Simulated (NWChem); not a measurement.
System: BHCl cation

The following NWChem deck was run.

```
start job
memory heap 200 mb stack 900 mb global 1100 mb
charge 1
geometry units angstroms
  B      0.000000     0.000000    -1.091948
  Cl     0.000000     0.000000     0.507743
  H      0.000000     0.000000    -2.267495
end
basis spherical
  B library sto-3g
  Cl library sto-3g
  H library sto-3g
end
dft
  xc hfexch
  iterations 150
end
driver
  maxiter 120
end
task dft optimize
task dft freq
```

The level has its own optimisation; frequencies are unscaled.

What results follow from this input? (Hartree-Fock/STO-3G.) Quantities: r B–Cl (Å); r B–H (Å); highest harmonic frequency (cm⁻¹); lowest (cm⁻¹); zero-point energy (kcal/mol).


```json
{
 "r B–Cl (Å)": "1.651",
 "r B–H (Å)": "1.180",
 "highest harmonic frequency (cm⁻¹)": "3231",
 "lowest (cm⁻¹)": "746",
 "zero-point energy (kcal/mol)": "8.4"
}
```
